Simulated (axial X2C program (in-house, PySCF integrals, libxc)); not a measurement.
**Curves of PrOH⁺ from open-shell CI on f3 s0 d(πδ)0**

Computed with an axial X2C code built on PySCF integrals: two-component X2C with atomic mean-field Coulomb and Gaunt terms, basis Pr dyall-v3z, O dyall-v3z, H dyall-v3z (cores contracted in-house). Orbitals come from Hartree–Fock averaged over the configuration Pr f3 s0 d(πδ)0; CI then distributes these electrons over the f, s, d(πδ) shells of Pr.

Scan along the Pr–O bond with OH moving as one mass, its bond held at 0.950 Å; masses Pr 140.908 u, O 15.995 u, H 1.008 u. Energies in cm⁻¹ from the lowest point; levels are followed by energy order within each Ω. Lowest level at 2.088 Å: 100% f3.

```tsv
R (Å)	(1)Ω=9/2	(1)Ω=7/2	(1)Ω=5/2	(1)Ω=1/2	(1)Ω=3/2
1.942	2232	2439	2806	2803	2882
2.015	544	764	1079	1126	1168
2.088	0	225	504	580	598
2.172	439	662	908	1005	1005
2.255	1688	1906	2127	2233	2222
2.349	3776	3985	4181	4292	4273
2.464	6918	7131	7294	7410	7380
```

**Question.** Fit the curves (1)Ω=9/2, (1)Ω=7/2, (1)Ω=5/2, (1)Ω=1/2, (1)Ω=3/2 near their minima.

**Answer.** From the open-shell CI curves, Te from the lowest:

| level | Te (cm⁻¹) | Re (Å) | ωe (cm⁻¹) |
| --- | --- | --- | --- |
| (1)Ω=9/2 | 0 | 2.094 | 594.4 |
| (1)Ω=7/2 | 224 | 2.094 | 593.0 |
| (1)Ω=5/2 | 500 | 2.096 | 592.6 |
| (1)Ω=1/2 | 579 | 2.094 | 590.9 |
| (1)Ω=3/2 | 595 | 2.096 | 591.5 |

Without dynamic correlation distances can be off by several hundredths of an Å (long for ionic bonds, short for multiple bonds) and the wavenumbers are rough.

The 5 lowest curves are shown; the next is (1)Ω=11/2, from 1299 cm⁻¹.

Dynamic correlation is missing, so gaps between terms are too wide and other configurations may lie lower; the lowest level listed is that of this model, not necessarily the ground state. At most 4 roots were kept for each Ω > 0 (twice that for Ω = 0) within 2.2 eV of the lowest, so higher up levels can be missing between those listed; levels with Ω > 0 are doubly degenerate and listed once, Ω = 0 levels singly. States that fill the shells left empty in the average are placed too high. The molecule was held linear; bending was not examined.
